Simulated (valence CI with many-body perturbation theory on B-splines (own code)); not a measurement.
Eu LIX: calculated level list

Level of theory: configuration interaction combined with many-body perturbation theory (CI+MBPT): three valence electrons over a frozen Dirac-Fock core [He], radial functions for each j: 11 s, 11 p, 9 d, 7 f, 5 g, 2 h, 1 i, with the one-electron correlation potential Σ1, the two-electron term Σ2, the three-electron term Σ3, Breit, model QED; selected CI, second order for the rest (own B-spline code, finite nucleus).

The last digits are not significant, and no measured levels were compared; by estimate large intervals hold to a few tenths of a per cent, small ones and those within an open d or f shell to about a per cent.

Levels 1 to 45 of 101, with energies above the lowest level, (2s^2 2p1/2) J=1/2. "Leading %" is the weight of the configuration and term that name the level; weights of strongly mixed levels are sums over their largest components and can fall short. In the jj column 3d3/2^4 stands for four electrons in 3d with j = 3/2.

| No. | Configuration | Term | J | E (eV) | Leading % | g | Leading jj |
| --- | --- | --- | --- | --- | --- | --- | --- |
| 1 | 2s2.2p | 2P° | 1/2 | 0.0 | 100 | 0.631 | 2s^2 2p1/2 (100 %) |
| 2 | 2s.2p2 | 4P | 1/2 | 207.6 | 53 | 2.091 | 2s 2p1/2^2 (99 %) |
| 3 | 2s2.2p | 2P° | 3/2 | 708.2 | 99 | 1.308 | 2s^2 2p3/2 (99 %) |
| 4 | 2s.2p2 | 4P | 3/2 | 853.2 | 91 | 1.637 | 2s 2p1/2 2p3/2 (100 %) |
| 5 | 2s.2p2 | 2D | 5/2 | 889.6 | 61 | 1.327 | 2s 2p1/2 2p3/2 (100 %) |
| 6 | 2s.2p2 | 2P | 1/2 | 948.5 | 70 | 1.250 | 2s 2p1/2 2p3/2 (99 %) |
| 7 | 2s.2p2 | 2D | 3/2 | 950.0 | 63 | 0.973 | 2s 2p1/2 2p3/2 (100 %) |
| 8 | 2p3 | 2P° | 3/2 | 1168.2 | 47 | 1.332 | 2p1/2^2 2p3/2 (99 %) |
| 9 | 2s.2p2 | 4P | 5/2 | 1579.4 | 61 | 1.417 | 2s 2p3/2^2 (100 %) |
| 10 | 2s.2p2 | 2S | 1/2 | 1668.4 | 69 | 1.908 | 2s 2p3/2^2 (100 %) |
| 11 | 2s.2p2 | 2P | 3/2 | 1669.3 | 61 | 1.179 | 2s 2p3/2^2 (100 %) |
| 12 | 2p3 | 4S° | 3/2 | 1837.0 | 55 | 1.439 | 2p1/2 2p3/2^2 (100 %) |
| 13 | 2p3 | 2D° | 5/2 | 1858.6 | 100 | 1.172 | 2p1/2 2p3/2^2 (100 %) |
| 14 | 2p3 | 2P° | 1/2 | 1905.0 | 100 | 0.631 | 2p1/2 2p3/2^2 (100 %) |
| 15 | 2p3 | 2P° | 3/2 | 2582.4 | 52 | 1.288 | 2p3/2^3 (100 %) |
| 16 | 2s2.3s | 2S | 1/2 | 7335.2 | 98 | 1.988 | 2s^2 3s (98 %) |
| 17 | 2s2.3p | 2P° | 1/2 | 7405.4 | 96 | 0.666 | 2s^2 3p1/2 (96 %) |
| 18 | 2s.2p.3s | 4P° | 1/2 | 7474.2 | 85 | 2.362 | 2s 2p1/2 3s (98 %) |
| 19 | 2s.2p.3s | 4P° | 3/2 | 7496.9 | 60 | 1.546 | 2s 2p1/2 3s (98 %) |
| 20 | 2s.2p.3s | 2P° | 1/2 | 7521.9 | 94 | 0.721 | 2s 2p1/2 3s (99 %) |
| 21 | 2s.2p.3p | 4D | 1/2 | 7533.5 | 72 | 0.267 | 2s 2p1/2 3p1/2 (100 %) |
| 22 | 2s.2p.3p | 4D | 3/2 | 7557.5 | 41 | 1.104 | 2s 2p1/2 3p1/2 (99 %) |
| 23 | 2s.2p.3p | 4P | 1/2 | 7592.8 | 47 | 1.947 | 2s 2p1/2 3p1/2 (99 %) |
| 24 | 2s2.3p | 2P° | 3/2 | 7615.8 | 96 | 1.327 | 2s^2 3p3/2 (96 %) |
| 25 | 2s2.3d | 2D | 3/2 | 7665.4 | 97 | 0.792 | 2s^2 3d3/2 (97 %) |
| 26 | 2p2.3s | 4P | 1/2 | 7721.9 | 39 | 1.887 | 2p1/2^2 3s (84 %) |
| 27 | 2s2.3d | 2D | 5/2 | 7722.6 | 96 | 1.192 | 2s^2 3d5/2 (96 %) |
| 28 | 2s.2p.3p | 4P | 3/2 | 7752.6 | 31 | 1.396 | 2s 2p1/2 3p3/2 (100 %) |
| 29 | 2s.2p.3p | 4D | 5/2 | 7780.2 | 44 | 1.324 | 2s 2p1/2 3p3/2 (97 %) |
| 30 | 2p2.3p | 2P° | 1/2 | 7781.2 | 41 | 0.629 | 2p1/2^2 3p1/2 (90 %) |
| 31 | 2s.2p.3p | 2D | 3/2 | 7782.9 | 44 | 1.245 | 2s 2p1/2 3p3/2 (99 %) |
| 32 | 2s.2p.3d | 4F° | 3/2 | 7791.5 | 71 | 0.564 | 2s 2p1/2 3d3/2 (100 %) |
| 33 | 2s.2p.3p | 2P | 1/2 | 7793.1 | 36 | 1.419 | 2s 2p1/2 3p3/2 (85 %) |
| 34 | 2s.2p.3d | 4F° | 5/2 | 7817.5 | 47 | 1.018 | 2s 2p1/2 3d3/2 (96 %) |
| 35 | 2s.2p.3d | 2P° | 3/2 | 7834.0 | 29 | 1.188 | 2s 2p1/2 3d3/2 (97 %) |
| 36 | 2s.2p.3d | 4D° | 1/2 | 7840.7 | 51 | 0.443 | 2s 2p1/2 3d3/2 (91 %) |
| 37 | 2s.2p.3d | 4P° | 5/2 | 7860.0 | 35 | 1.314 | 2s 2p1/2 3d5/2 (98 %) |
| 38 | 2s.2p.3d | 4F° | 7/2 | 7884.3 | 38 | 1.231 | 2s 2p1/2 3d5/2 (99 %) |
| 39 | 2s.2p.3d | 2F° | 5/2 | 7895.3 | 51 | 1.066 | 2s 2p1/2 3d5/2 (98 %) |
| 40 | 2s.2p.3d | 2D° | 3/2 | 7895.6 | 39 | 1.095 | 2s 2p1/2 3d5/2 (95 %) |
| 41 | 2p2.3p | 2P° | 3/2 | 8007.0 | 33 | 1.324 | 2p1/2^2 3p3/2 (96 %) |
| 42 | 2p2.3d | 2D | 3/2 | 8043.7 | 41 | 0.784 | 2p1/2^2 3d3/2 (98 %) |
| 43 | 2p2.3d | 2D | 5/2 | 8112.7 | 35 | 1.192 | 2p1/2^2 3d5/2 (98 %) |
| 44 | 2s.2p.3s | 4P° | 5/2 | 8183.9 | 100 | 1.575 | 2s 2p3/2 3s (100 %) |
| 45 | 2s.2p.3s | 2P° | 3/2 | 8206.0 | 77 | 1.393 | 2s 2p3/2 3s (99 %) |

The ionisation energy to 2s2 1S_0 of the next ion comes out as 13044 eV (NIST: 13050 ± 6 eV (theoretical)). All 101 levels together are meant to be complete up to 8820.6 eV.
